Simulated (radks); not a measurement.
Question: Be+, 3 electrons, occupied as [He] 2s1. All-electron calculation, Dirac Kohn-Sham, PBE, spin-unpolarised, spherical densities, point nucleus. Program: a radial shooting solver on a logarithmic mesh with Libxc functionals. Some entries of the table are withheld. Estimate them.

| orbital | occ. | eigenvalue (eV) | <r^2> (bohr^2) | <1/r> (bohr^-1) |
|---|---|---|---|---|
| 1s1/2 | 2 | -117.7875 | 0.2403 | (1) |
| 2s1/2 | 1 | (2) | 6.175 | (3) |
| 2p1/2 | 0 | (4) | 7.003 | (5) |
| 2p3/2 | 0 | (6) | 7.005 | (7) |

Answer: 
(1) 1s1/2 <1/r> (bohr^-1): 3.668
(2) 2s1/2 eigenvalue (eV): -13.7004
(3) 2s1/2 <1/r> (bohr^-1): 0.6212
(4) 2p1/2 eigenvalue (eV): -9.7771
(5) 2p1/2 <1/r> (bohr^-1): 0.5373
(6) 2p3/2 eigenvalue (eV): -9.7756
(7) 2p3/2 <1/r> (bohr^-1): 0.5371
